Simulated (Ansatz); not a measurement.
Relaxation of CH₉BOSi₂ (14 atoms, charge 0, multiplicity 1), to a largest force component of 0.015 eV/Å in at most 40 steps.

The calculation used Ansatz 0.2.0, RKS BLYP-D4/6-31G.

```xyz
14
Properties=species:S:1:pos:R:3:forces:R:3
B -2.160 0.529 0.703 -1.09 0.47 -1.07
O -1.281 -0.454 0.180 -3.25 -0.15 0.56
C 0.024 0.002 0.279 4.08 1.07 0.85
Si 0.657 0.917 -1.272 -2.55 0.55 -0.33
Si 1.163 -1.501 0.470 -0.62 -0.51 -0.58
H -2.527 0.586 1.827 0.19 -0.37 0.61
H -2.623 1.391 -0.038 0.30 -0.35 0.09
H 0.287 0.661 1.180 -0.60 -0.47 -0.51
H -0.238 2.128 -1.395 0.16 0.15 -0.24
H 1.998 1.298 -1.135 2.13 0.56 0.16
H 0.394 0.026 -2.411 0.08 -0.34 -0.60
H 0.970 -2.395 -0.703 0.00 -0.22 -0.30
H 0.783 -2.208 1.656 -0.25 -0.80 1.25
H 2.523 -1.046 0.524 1.43 0.40 0.11
```

Q: Where does it end, and by what steps?

A: The forces met the threshold. Limits of this set-up: no polarisation functions. After 29 steps the energy has fallen by 1.580 eV; H7 moved furthest, 1.39 Å.

```
step  energy less start (eV)  largest force component (eV/Å)  accepted
   0                  0.0000                           4.084       yes
   2                 -0.7991                           0.925       yes
   4                 -0.8910                           2.616        no
   6                 -0.9800                           0.434       yes
   8                 -1.1952                           0.741       yes
  10                 -1.3956                           0.663       yes
  12                 -1.5169                           0.340       yes
  14                 -1.5483                           0.311        no
  16                 -1.5666                           0.048       yes
  18                 -1.5727                           0.259       yes
  20                 -1.5761                           0.110       yes
  22                 -1.5787                           0.033       yes
  24                 -1.5794                           0.026       yes
  26                 -1.5795                           0.021       yes
  28                 -1.5795                           0.031        no
  29                 -1.5796                           0.004       yes
```

```xyz
14
Properties=species:S:1:pos:R:3
B -2.148 0.259 0.482
O -0.955 0.290 1.167
C 0.412 0.287 0.536
Si 0.543 1.178 -1.204
Si 1.025 -1.567 0.540
H -3.135 0.232 1.160
H -2.181 0.267 -0.721
H 1.037 0.860 1.241
H -0.259 2.456 -1.193
H 2.008 1.502 -1.396
H 0.088 0.301 -2.343
H 0.069 -2.385 -0.291
H 1.054 -2.099 1.951
H 2.411 -1.645 -0.061
```

Whether the end is a true minimum wasn't checked by a vibrational analysis.

Time of the run: 120 s on 1 thread of Arm Neoverse V2 (shared host), peak memory 0.17 GiB.
